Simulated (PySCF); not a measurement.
## Dipole polarisabilities along the 4p block, charge +2

Calculated with PySCF 2.14 for the ground configurations, without spin-orbit coupling: coupled response for Hartree-Fock and DFT. Mean α in bohr³, C₆ of like pairs in atomic units.

| species | α UHF | α PBE | α PBE0 | C₆ UHF | C₆ PBE | C₆ PBE0 |
| --- | --- | --- | --- | --- | --- | --- |
| Ga²⁺ [Ar] 3d10 4s1 (aug-cc-pV5Z-PP with ECP10MDF, ECP) | 12.11 | 9.345 | 9.904 | 37.15 | 27.84 | 29.55 |
| Br²⁺ [Ar] 3d10 4s2 4p3 (aug-cc-pV5Z-PP with ECP10MDF, ECP) | 8.391 | 8.352 | 8.306 | 40.27 | 40.18 | 39.88 |
| Kr²⁺ [Ar] 3d10 4s2 4p4 (aug-cc-pV5Z-PP with ECP10MDF, ECP) | 7.422 | 7.565 | 7.484 | 36.38 | 37.24 | 36.74 |
